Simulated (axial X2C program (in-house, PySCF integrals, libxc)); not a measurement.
# Levels of GeO⁻ by electron attachment to GeO (EOM-EA-CCSD)

Computed with an in-house all-electron X2C program for linear molecules (integrals from PySCF): two-component X2C with atomic mean-field Coulomb and Gaunt terms, Gaussian nuclei, basis Ge dyall-acv3z, O dyall-av3z with contracted cores.

R = 1.618 Å (near the PBE0 minimum at charge 0 of the determinant lowest at the starting distance; the state shown can have its own minimum elsewhere).

Hartree–Fock spinors of GeO (one of each Kramers pair; a window near the gap, which can cut inner shells):

```csv
ω,occupied,ε (eV),character
1/2,yes,-16.84,"52% O p, 36% Ge s, 7% O s"
3/2,yes,-12.22,"78% O p, 14% Ge p, 5% Ge d"
1/2,yes,-12.19,"77% O p, 14% Ge p, 5% Ge d"
1/2,yes,-11.62,"36% O p, 30% Ge p, 27% Ge s"
1/2,no,0.34,"76% Ge p, 11% Ge d, 9% O p"
3/2,no,0.37,"77% Ge p, 10% Ge d, 9% O p"
1/2,no,0.77,"69% Ge p, 30% Ge s"
1/2,no,1.41,"62% Ge s, 27% Ge p, 8% Ge d"
1/2,no,1.52,"86% Ge p, 7% Ge d, 4% O p"
3/2,no,1.56,"86% Ge p, 7% Ge d, 4% O p"
```

Levels of GeO⁻ obtained by attaching an electron to GeO:

```csv
Ω,binding energy (eV),above lowest (cm⁻¹),attached spinor,one-particle weight
1/2,0.004,0,"71% Ge pπ, 12% Ge dπ, 11% O pπ",0.96
3/2,-0.031,280,"72% Ge pπ, 12% Ge dπ, 11% O pπ",0.96
1/2,-0.678,5500,"67% Ge pσ, 31% Ge sσ",0.99
1/2,-1.194,9659,"59% Ge sσ, 27% Ge pσ, 9% Ge dσ",0.99
1/2,-1.303,10545,92% Ge pπ,0.98
3/2,-1.327,10737,92% Ge pπ,0.98
1/2,-2.937,23723,"47% Ge dσ, 35% Ge pσ, 9% O sσ",0.98
```

Take the first Ω = 1/2 and Ω = 3/2 rows of π character: how far apart are they, and which lies lower?

E(3/2) − E(1/2) = 280 − 0 = 280 cm⁻¹ at EOM-EA-CCSD: regular, Ω = 1/2 lower. Splittings at this level can be off by ten to twenty per cent.

Negative binding energies belong to unbound states, resonances or levels that the basis set holds; within some tenths of an eV of zero the sign is not settled.

This point took 17 s on 1 thread of Intel(R) Xeon(R) Processor @ 2.30GHz, with other jobs on the host.

Reference electrons by ω block (each with its −ω partner): 1/2: 14, 3/2: 5, 5/2: 1. 10 electrons of GeO correlated (inner shells frozen), 92 natural virtual spinors (a truncated set); levels can be off by some tenths of an eV. Roots sought by Ω: (1/2: 5, 3/2: 4, 5/2: 2, 7/2: 1); the list ends where they run out and leaves out roots under 60 % one-particle weight. The solver can skip a root, and states that need a further excitation, which the method places far too high, are missing though they may lie low or lowest. T1 of the reference 0.033 (Lee–Taylor). Number of frozen shells: Ge 3 s, 2 p, 1 d; O 1 s. Large amplitudes in the reference (orbital relaxation or multireference character) lower the reliability.
